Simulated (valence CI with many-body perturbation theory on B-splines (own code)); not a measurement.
# Basis-set convergence for Co¹²⁺

Computed by relativistic CI+MBPT: five valence electrons over a frozen Dirac-Fock core [Ne], a basis of 9 s, 9 p, 8 d, 6 f, 3 g, 1 h functions for each j, with the one-electron correlation potential Σ1, the two-electron term Σ2, the three-electron term Σ3, Breit, model QED; selected CI, second order for the rest, scaled by the run's own slope (own B-spline code, finite nucleus).

No measured levels were compared; by estimate levels of excited configurations hold to 0.05 to 0.15 % of their energy, terms of the ground configuration to about 0.5 %. Among the levels kept, up to 1600 cm⁻¹ of a level comes from second order outside the variational space, and about a tenth of that is noise between levels of different J, which matters for small intervals.

The reference run has the lowest level 3s²3p³ ⁴S°_3/2 and an ionisation energy of 374.587 eV. Its largest variational space holds 19997 state functions.

Names give the largest LS component (configuration and term), which can be under half, so a name can repeat, a term be missing and a line seem to break the LS rules; names also repeat where a configuration has a term twice. Letters in brackets count levels of one name in rising energy.

Changed runs:
A. basis 6 s, 6 p, 5 d, 3 f, 1 g
B. basis 5 s, 5 p, 4 d, 2 f

Excitation energies of the reference run in cm⁻¹, and shifts in cm⁻¹:

```tsv
Level	Reference	A	B
3s²3p³ ²D°_3/2	43925	+203	+758
3s²3p³ ²D°_5/2	49953	+201	+754
3s²3p³ ²P°_1/2	79831	+246	+879
3s²3p³ ²P°_3/2	88505	+232	+839
3s3p⁴ ⁴P_5/2	295127	+11	+120
3s3p⁴ ⁴P_3/2	307000	+5.5	+104
3s3p⁴ ⁴P_1/2	312089	+3.5	+108
3s3p⁴ ²D_3/2	365719	+169	+581
3s3p⁴ ²D_5/2	368405	+168	+582
3s²3p²3d ²P_3/2 [a]	418610	+202	+497
3s3p⁴ ²P_1/2	423603	+251	+732
3s3p⁴ ²S_1/2	442956	+284	+878
Ionisation energy (eV)	374.587	-0.023	-0.069
```
